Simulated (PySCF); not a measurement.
Polarisability and C₆ of Hf²⁺ (hafnium, charge +2)

[Xe] 4f14 5d2, high-spin 3F determinant. Computed with PySCF 2.14 in ANO-RCC-VTZP (8s7p5d3f2g1h, 104 functions), with scalar relativity by spin-free X2C-1e. Coupled (time-dependent) response in atomic units; α is the mean over directions. The basis has no added diffuse functions, which lowers α and C₆.

```json
{"method": "PBE0", "mean α (bohr³)": "12.81", "C₆ (like pair)": "62.82", "S(−4)": "183.9"}
```

S(−4) is the Cauchy moment in α(ω) = α(0) + S(−4) ω² + …

Spin-orbit coupling is absent.

α(iu) at PBE0:

```tsv
u (hartree)	α(iu) (bohr³)
0	12.81
0.0500	12.38
0.100	11.33
0.200	9.036
0.300	7.468
0.500	5.801
0.750	4.672
1.00	3.881
1.50	2.773
2.00	2.064
3.00	1.276
5.00	0.6477
```

A single London oscillator, α(iu) = α/(1 + u²/ω²), gives C₆ = (3/4) ω α². Matching the computed C₆ needs ω = 4 × 62.82 / (3 × 12.81²) = 0.510 hartree.

For an ion, C₆ is the dispersion term alone; charge-induced terms of lower order in 1/R come first.

Spin-orbit coupling, absent here, splits the open shell strongly.
